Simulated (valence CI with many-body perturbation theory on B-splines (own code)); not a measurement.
**Energy levels of In25+**

Calculated by relativistic CI+MBPT: six valence electrons over a frozen Dirac-Fock core [Ar], radial functions for each j: 7 s, 7 p, 8 d, 6 f, 4 g, 1 h, with the one-electron correlation potential Σ1, the two-electron term Σ2, the three-electron term Σ3, Breit, model QED; selected CI, second order for the rest, scaled by the run's own slope (own B-spline code, finite nucleus).

No measured levels were compared; by estimate terms of the open shell hold to 2 to 4 % of their energy, and close levels can change places. Core correlation moves these levels by up to 11000 cm⁻¹, and in measured spectra 5 to 20 % of such shifts remained as error; rates that hang on mixing are uncertain with them. Among the levels kept, up to 920 cm⁻¹ of a level comes from second order outside the variational space, and about a tenth of that is noise between levels of different J, which matters for small intervals. Only levels of the ground parity were solved; by the run's estimate the other parity begins above the list, which can be wrong where configurations are misplaced.

Levels 1 to 34 of 34, with energies above the lowest level, 3d6 5D_4. "Leading %" is the weight of the configuration and term that name the level; weights of strongly mixed levels are sums over their largest components and can fall short. Lifetimes count E1, E2, E3, M1 and M2 decay at the calculated energies, and are blank where another channel may lead or the interval is too uncertain; long ones can be off by a factor of two.

```tsv
No.	Configuration	Term	J	E (eV)	Leading %	Second component	Lifetime	g
1	3d6	5D	4	0.000	76	20 % 3d6 3F		1.424
2	3d6	5D	2	3.927	49	36 % 3d6 3P	409 s	1.428
3	3d6	5D	3	5.427	89	7 % 3d6 3F	388 μs	1.459
4	3d6	5D	0	7.415	68	23 % 3d6 3P	229 s	
5	3d6	5D	1	7.561	77	18 % 3d6 3P	689 μs	1.456
6	3d6	3H	4	10.548	25	23 % 3d6 1G	168 μs	1.073
7	3d6	3H	6	13.464	82	18 % 3d6 1I	1840 s	1.133
8	3d6	3G	5	13.526	51	49 % 3d6 3H	1.24 ms	1.114
9	3d6	5D	2	14.993	47	26 % 3d6 3P	71.9 μs	1.346
10	3d6	3F	3	16.164	49	33 % 3d6 3G	155 μs	1.007
11	3d6	3F	2	16.576	64	21 % 3d6 3P	158 μs	0.900
12	3d6	3H	4	19.748	54	30 % 3d6 3F	98.6 μs	0.996
13	3d6	1S	0	19.999	57	26 % 3d6 5D	52.1 μs	
14	3d6	3G	4	21.415	57	22 % 3d6 1G	209 μs	1.080
15	3d6	3D	1	21.428	68	22 % 3d6 3P	118 μs	0.814
16	3d6	3D	2	21.718	64	19 % 3d6 3P	263 μs	1.154
17	3d6	3H	5	21.977	51	49 % 3d6 3G	176 μs	1.112
18	3d6	3D	3	23.437	66	23 % 3d6 3F	84.3 μs	1.269
19	3d6	3G	3	24.265	54	27 % 3d6 3F	150 μs	0.918
20	3d6	1I	6	24.589	82	18 % 3d6 3H	207 μs	1.026
21	3d6	3P	0	25.344	97		293 μs	
22	3d6	1F	3	26.752	56	37 % 3d6 3F	208 μs	1.011
23	3d6	3P	1	27.127	70	24 % 3d6 3D	56.4 μs	1.261
24	3d6	1G	4	29.185	64	22 % 3d6 3F	98.3 μs	1.028
25	3d6	1D	2	29.557	53	22 % 3d6 3P	82.5 μs	1.043
26	3d6	3P	1	32.532	89	6 % 3d6 5D	36.2 μs	1.456
27	3d6	3F	4	35.074	76	10 % 3d6 3G	54.6 μs	1.189
28	3d6	3F	2	35.518	89	7 % 3d6 3D	61.1 μs	0.724
29	3d6	3P	0	39.990	57	37 % 3d6 1S	23.5 μs	
30	3d6	3P	2	40.532	73	14 % 3d6 1D	45.2 μs	1.375
31	3d6	1G	4	40.568	78	17 % 3d6 3F	47.9 μs	1.034
32	3d6	3F	3	40.789	56	27 % 3d6 1F	48.5 μs	1.065
33	3d6	1D	2	49.311	95		59.3 μs	1.000
34	3d6	1S	0	62.267	94	5 % 3d6 3P	21.6 μs
```

Names give the largest LS component (configuration and term), which can be under half, so a name can repeat, a term be missing and a line seem to break the LS rules; names also repeat where a configuration has a term twice.

Where two levels of one J and parity lie close, their mixing, g and order are uncertain.

The ionisation energy to 3d5 6S_5/2 of the next ion comes out as 1327.9 eV (NIST: 1328 ± 4 eV (theoretical)). All 34 levels together are meant to be complete up to 64.762 eV.
